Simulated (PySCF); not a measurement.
MoI5 (doublet state).
Bonds: Mo1–I2, Mo1–I3, Mo1–I4, Mo1–I5, Mo1–I6.

Theory: PBE0-D3(BJ)/def2-SVP geometry optimisation, gas phase, def2 core potentials past Kr in PySCF 2.14.0.

(1) What internal coordinates does the optimisation give?

Answers

(1) 
| bond | length (Å) |
| --- | --- |
| Mo1–I2 and 3 like bonds | 2.654 |
| Mo1–I6 | 2.535 |

Bonds in one row agree within 0.01 Å and their mean is given. A selection of angles:
| angle | degrees |
| --- | --- |
| I2–Mo1–I3 | 147.6 |
| I2–Mo1–I4 | 85.5 |
| I2–Mo1–I6 | 106.3 |
| I4–Mo1–I5 | 148.6 |

The 5 I–Mo bonds span 2.535 Å (Mo1–I6) to 2.655 Å (Mo1–I5), a spread of 0.120 Å. Mo1 (molybdenum bonded to 5 I) is square pyramidal (τ5 = (β − α)/60° = 0.02 from the two widest angles, 148.6° and 147.6° (0 for a square pyramid, 1 for a trigonal bipyramid)).

Stationary, but not proved a minimum. ⟨S²⟩ = 0.794 (exact for a doublet: 0.75).

Time: 22 min. Hardware: an Arm Neoverse V1 with one thread (shared host). This is the geometry optimisation.

Caution for open-shell metal species: one SCF solution and one stationary point were followed, and a lower state or a bent or distorted shape isn't ruled out.
